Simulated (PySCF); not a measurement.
# Telling isomers of C$_{4}$H$_{4}$F$_{3}$N$_{3}$ apart by NMR

[PySCF 2.14.0 with density-fitted response routines: PBE0/pcSseg-1 with gauge-including orbitals; structure optimised with GFN2-xTB; one conformer; no solvent; relativity neglected; one averaged value for each set of equivalent atoms]

Scale: 1H and 13C vs TMS (reference shieldings calculated alike). Splittings of carbon signals by F and P are missing where no couplings were computed. Where no couplings were computed, multiplicities follow the n + 1 count of equivalent neighbours, and m marks all less simple cases (inequivalent or close neighbours, rings, F or P nearby). Shifts are as computed. Against solution values, carbons near 30 ppm lie about +3 ppm off and those near 130 ppm about +5 ppm. Of 1211 compounds with measured shifts, 218 miss one by over three times the rms of a fit or turn the order of signals round; such compounds aren't used in these exercises. OH and NH positions are gas-phase values without hydrogen bonding to other molecules.

(1) Tabulate the signals of `Cc1nn[nH]c1C(F)(F)F`, `Cn1cc(C(F)(F)F)nn1`, `Cn1nncc1C(F)(F)F` and their relative energies.

(2) What is the quickest way to tell Cn1cc(C(F)(F)F)nn1 from Cn1nncc1C(F)(F)F?

(3) What is the quickest way to tell Cc1nn[nH]c1C(F)(F)F from Cn1nncc1C(F)(F)F?

(4) What is the quickest way to tell Cc1nn[nH]c1C(F)(F)F from Cn1cc(C(F)(F)F)nn1?

## Answers

(1) 
```json
{"SMILES": "Cc1nn[nH]c1C(F)(F)F", "carbon types": "3×C 1×CH3", "δC": "148.1, 132.6, 131.3, 12.6", "δH": "11.29 (br s, 1H), 2.81 (s, 3H)", "E rel. (kcal/mol)": "0.0"}
{"SMILES": "Cn1cc(C(F)(F)F)nn1", "carbon types": "2×C 1×CH 1×CH3", "δC": "147.2, 131.4, 131.1, 36.4", "δH": "7.90 (m, 1H), 4.29 (s, 3H)", "E rel. (kcal/mol)": "3.8"}
{"SMILES": "Cn1nncc1C(F)(F)F", "carbon types": "2×C 1×CH 1×CH3", "δC": "139.7, 135.4, 131.1, 35.7", "δH": "8.10 (m, 1H), 4.37 (s, 3H)", "E rel. (kcal/mol)": "4.3"}
```

Energies are electronic energies at PBE0/pcSseg-1 on these geometries, without zero-point or thermal terms, each for the one conformer computed, which needn't be the lowest.

(2) Both give the same number of carbon signals, with the same numbers of each carbon type, so the positions decide. The first has a substituted aromatic carbon next to a ring nitrogen (C) at 147.2 ppm, the second an aromatic CH next to a ring nitrogen at 139.7 ppm.

(3) Both give the same number of carbon signals, but DEPT or the intensities differ. The first has a methyl carbon on an aromatic ring (CH3) at 12.6 ppm, the second an aromatic CH next to a ring nitrogen at 139.7 ppm. Their most deshielded carbons lie at 148.1 and 139.7 ppm. In the proton spectra the most deshielded non-exchanging signals are 2.81 (s, 3H) and 8.10 (m, 1H).

(4) Both give the same number of carbon signals, but DEPT or the intensities differ. The first has a methyl carbon on an aromatic ring (CH3) at 12.6 ppm, the second an aromatic CH next to a ring nitrogen at 131.4 ppm. Their most deshielded carbons lie at 148.1 and 147.2 ppm. In the proton spectra the most deshielded non-exchanging signals are 2.81 (s, 3H) and 7.90 (m, 1H).
